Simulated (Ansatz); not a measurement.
C5H9O2, charge +1, singlet, geometry from GFN2-xTB. Base run: MP2/6-31G* run with Ansatz (a quantum-chemistry and plane-wave program).

Here is a job for Ansatz.
Ansatz 0.2 input:
```yaml
crystal:
  periodic: [false, false, false]
  atoms:
    - {symbol: C, position_ang: [2.64458062, -0.07007123, -0.50424723]}
    - {symbol: C, position_ang: [1.27771519, -0.51430764, -0.10971693]}
    - {symbol: O, position_ang: [0.97500393, -1.63455360, 0.19351909]}
    - {symbol: C, position_ang: [0.26308705, 0.61217752, -0.12236214]}
    - {symbol: C, position_ang: [-1.02131824, 0.41375702, 0.10047826]}
    - {symbol: C, position_ang: [-1.78790725, -0.79679226, 0.40481506]}
    - {symbol: O, position_ang: [-1.94310342, 1.60821276, -0.01702034]}
    - {symbol: H, position_ang: [3.00870030, 0.68375893, 0.19237984]}
    - {symbol: H, position_ang: [2.62323352, 0.37501649, -1.49781951]}
    - {symbol: H, position_ang: [3.32287322, -0.91875363, -0.50205637]}
    - {symbol: H, position_ang: [0.66189802, 1.59041510, -0.34740887]}
    - {symbol: H, position_ang: [-2.57226957, -0.95889696, -0.33442828]}
    - {symbol: H, position_ang: [-2.24194258, -0.74717110, 1.39512987]}
    - {symbol: H, position_ang: [-1.10457305, -1.64787516, 0.38781835]}
    - {symbol: H, position_ang: [-1.48532732, 2.46578543, 0.11264879]}
    - {symbol: H, position_ang: [-2.72474057, 1.49986742, 0.56794391]}
basis:
  gaussian:
    orbitals: 6-31G*
total_charge: 1
magnetization: {spin_polarized: false}
correlation: {method: mp2}
```

Variants of this job, named by their change:

```
change                                                             ΔE vs base (kcal/mol)  MP2 correlation (Eh)  basis functions  core-seconds (rough)
-----------------------------------------------------------------  ---------------------  --------------------  ---------------  --------------------
base                                                                               0.000              -0.99214              123                     6
method = ccsd                                                                     -33.42              -0.99214              123                    30
method = rpa                                                                       -69.3                     -              123                     8
electrons = all                                                                   -18.77              -1.02204              123                     8
lower_state_search = off                                                           0.000              -0.99214              123                     4
method = bccd                                                                     -31.89              -0.99214              123                    60
accuracy = high                                                                   -0.009              -0.99214              123                    20
method = bccd_t                                                                   -55.35              -0.99214              123                    90
reference functional = pbe0                                                       -19.67                     -              123                     9
fitting = cc-pVTZ-JKFIT (mean field), cc-pVTZ-RIFIT (correlation)                  0.104              -0.99208              123                     5
```
